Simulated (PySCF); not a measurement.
Compound: 1-chloronaphthalene, C₁₀H₇Cl.
Numbering: `[Cl:1][c:2]1[cH:3][cH:4][cH:5][c:6]2[cH:7][cH:8][cH:9][cH:10][c:11]12` (hydrogens: H12 on C3; H13 on C4; H14 on C5; H15 on C7; H16 on C8; H17 on C9; H18 on C10)

The same species was optimised twice, with GFN2-xTB and with PBE0-D3(BJ)/def2-SVP (PySCF), and the same property calculations (PySCF, gas phase) were run on both structures.

```
    coordinate  GFN2-xTB  PBE0-D3(BJ)/def2-SVP  change
     C8–C9 (Å)     1.403                 1.413  +0.010
     C3–C4 (Å)     1.402                 1.412  +0.010
    C6–C11 (Å)     1.422                 1.432  +0.010
    C2–C11 (Å)     1.415                 1.425  +0.010
     C6–C7 (Å)     1.411                 1.419  +0.008
    C9–C10 (Å)     1.367                 1.375  +0.008
     C4–C5 (Å)     1.366                 1.374  +0.008
     C7–C8 (Å)     1.366                 1.374  +0.008
     C5–C6 (Å)     1.410                 1.418  +0.008
   C10–C11 (Å)     1.410                 1.417  +0.007
     C2–C3 (Å)     1.368                 1.376  +0.008
    Cl1–C2 (Å)     1.732                 1.735  +0.003
 C5–C6–C11 (°)     119.6                 119.7    +0.1
  C4–C5–C6 (°)     120.7                 120.6    -0.1
  C5–C6–C7 (°)     121.7                 121.6    -0.1
 C2–C11–C6 (°)     117.7                 117.6    -0.1
C6–C11–C10 (°)     119.0                 119.0     0.0
  C7–C8–C9 (°)     120.2                 120.1    -0.1
  C6–C7–C8 (°)     121.0                 121.0     0.0
  C2–C3–C4 (°)     119.9                 119.9     0.0
```

Rotational constants: A = 1543, B = 926.6, C = 578.9 MHz (GFN2-xTB) against A = 1526, B = 916.1, C = 572.4 MHz (PBE0-D3(BJ)/def2-SVP). Point groups within 0.08 Å: Cs and Cs.

On the GFN2-xTB structure: HOMO (eV) -6.49 [PBE0/pcSseg-1]; LUMO (eV) -1.49 [PBE0/pcSseg-1]; dipole (D) 1.67 [PBE0/pcSseg-1]; GIAO shielding of Cl1 (ppm) 747.0 [PBE0/pcSseg-1]; GIAO shielding of C2 (ppm) 43.3 [PBE0/pcSseg-1]; GIAO shielding of C3 (ppm) 54.8 [PBE0/pcSseg-1]; GIAO shielding of C4 (ppm) 55.7 [PBE0/pcSseg-1]; GIAO shielding of C5 (ppm) 54.2 [PBE0/pcSseg-1]; GIAO shielding of C6 (ppm) 48.8 [PBE0/pcSseg-1]; GIAO shielding of C7 (ppm) 52.9 [PBE0/pcSseg-1]; GIAO shielding of C8 (ppm) 54.4 [PBE0/pcSseg-1].

Task: What do these properties become on the PBE0-D3(BJ)/def2-SVP structure?

Result: 
```csv
property,level,on GFN2-xTB,on PBE0-D3(BJ)/def2-SVP,change
HOMO (eV),PBE0/pcSseg-1,-6.49,-6.49,0.00
LUMO (eV),PBE0/pcSseg-1,-1.49,-1.52,-0.03
dipole (D),PBE0/pcSseg-1,1.67,1.66,-0.01
"energy, GFN2-xTB geometry as zero (kcal/mol)",PBE0/pcSseg-1,0.0,-0.2,-0.2
GIAO shielding of Cl1 (ppm),PBE0/pcSseg-1,747.0,742.6,-4.4
GIAO shielding of C2 (ppm),PBE0/pcSseg-1,43.3,41.2,-2.1
GIAO shielding of C3 (ppm),PBE0/pcSseg-1,54.8,52.6,-2.2
GIAO shielding of C4 (ppm),PBE0/pcSseg-1,55.7,53.7,-2.0
GIAO shielding of C5 (ppm),PBE0/pcSseg-1,54.2,52.0,-2.2
GIAO shielding of C6 (ppm),PBE0/pcSseg-1,48.8,46.6,-2.2
GIAO shielding of C7 (ppm),PBE0/pcSseg-1,52.9,50.6,-2.3
GIAO shielding of C8 (ppm),PBE0/pcSseg-1,54.4,52.2,-2.2
```

The heavy atoms differ by 0.012 Å rms after alignment. Among bonds between heavy atoms C2–C11, C3–C4, C6–C11 and C8–C9 change most and about equally (+0.010 Å). Changes are differences of the printed values. Neither structure is proved a minimum here.
